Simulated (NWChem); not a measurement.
# C₂H₈InN; SMILES [InH2][N](C)C

```xyz
12

In     0.0000     0.0000    -0.8574
H      0.0000    -1.5701    -1.5626
H      0.0000     1.5701    -1.5626
N      0.0000     0.0000     1.1807
C      0.0000     1.1995     1.9720
C      0.0000    -1.1995     1.9720
H      0.8889     1.2640     2.6346
H     -0.8889     1.2640     2.6346
H      0.0000     2.0979     1.3353
H     -0.8889    -1.2640     2.6346
H      0.8889    -1.2640     2.6346
H      0.0000    -2.0979     1.3353
```
Atoms are numbered in this order, from 1.

Program: NWChem. All runs use the structure optimised with PBE0/def2-SVP. No frequency run checked for a minimum. def2 effective core potentials on In; no spin-orbit coupling. Level r2SCAN/def2-SVP: energy and gradient on several grids; changes count from the extra-fine grid, which is no exact limit either.

```
grid     size of the energy change (μHa)  largest change of a gradient component (μHa/bohr)  time, medium = 1 (rough)
-------  -------------------------------  -------------------------------------------------  ------------------------
xcoarse                             5000                                              10000                   about 1
coarse                               600                                                700                   about 1
medium                               300                                                200                   about 1
fine                                  20                                                 70                   about 1
xfine                               < 10                                               < 30                         2
```
